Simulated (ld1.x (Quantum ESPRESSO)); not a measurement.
# Which change was made? (Pm, TM)

ld1.x (Quantum ESPRESSO) 7.5 input, shortened:

```
&input
   title='Pm', zed=61., rel=1, dft='PBE', iswitch=3,
   config='[Xe] 4f5 5d0 6s2 6p0'
 /
 &inputp
   pseudotype=2, tm=.true., lloc=3,
   nlcc=.true.
 /
4
6S  1  0   2.00   0.00  2.85  2.85  0.0
5P  2  1   6.00   0.00  2.40  2.40  0.0
5D  3  2   0.00   0.00  2.25  2.25  0.0
4F  4  3   5.00   0.00  1.50  1.50  0.0
 &test
   configts(1)='4f5 5p6 5d0 6s2 6p0'
 /
```

Cutoffs, loose and tight: the cutoffs (Ry, on a coarse ladder) from which the occupation-weighted sum of valence levels, in a spherical-Bessel basis at the reference potential, stays within 10 and 1 mRy of its value at 400 Ry. They do not see the model core or the augmentation charge, which bear on the density cutoff. Test errors are all-electron minus pseudo excitation energies from the reference, over the configurations 4f5 5p6 5d0 6s1 6p0; 4f5 5p6 5d0 6s0 6p0; 4f4 5p6 5d0 6s0 6p0; 4f5 5p6 5d0 6s0 6p1; 4f4 5p6 5d1 6s2 6p0; 4f6 5p6 5d0 6s0 6p0; 4f5 5p6 5d0 6s0 6p2; variants that change the core or the reference have their own tests. The largest error is taken over the tests solved by every variant that gives reliable tests at all, those not shown here included: 4f5 5p6 5d0 6s0 6p0; 4f5 5p6 5d0 6s0 6p2; 4f5 5p6 5d0 6s1 6p0.

The base gives: outcome: generated; cutoff, loose: 160 Ry; cutoff, tight: 230 Ry; bound ghosts: s, p, d; largest test error (meV): +19.

Question: After one change the result is: outcome: generated; cutoff, loose: 12 Ry; cutoff, tight: 18 Ry; bound ghosts: none; largest test error (meV): +193. Which change was it?
A. local potential the s channel
B. core [Xe] 4f4, valence charge 3; reference 5d1 6s2 6p0; waves now 6s (bound): rc 3.70 bohr; 6p (bound): rc 4.20 bohr; 5d (bound): rc 3.10 bohr; local potential all-electron potential smoothed inside 2.95 bohr (lloc = -2); core correction none
C. wave 6s (bound): rc 2.85 bohr becomes 6s (bound): rc 2.08 bohr
D. all radii but the core radius scaled by about 1.21 (s 3.44, p 2.90, d 2.72, f 1.80 bohr)

Answer: B. The others give: local potential the s channel → outcome: generated; cutoff, loose: 160 Ry; cutoff, tight: 260 Ry; bound ghosts: none; largest test error (meV): -585 | all radii but the core radius scaled by about 1.21 (s 3.44, p 2.90, d 2.72, f 1.80 bohr) → outcome: generated; cutoff, loose: 120 Ry; cutoff, tight: 180 Ry; bound ghosts: s, p; largest test error (meV): -19 | wave 6s (bound): rc 2.85 bohr becomes 6s (bound): rc 2.08 bohr → outcome: failed: run_pseudo: Errors in PS-KS equation.
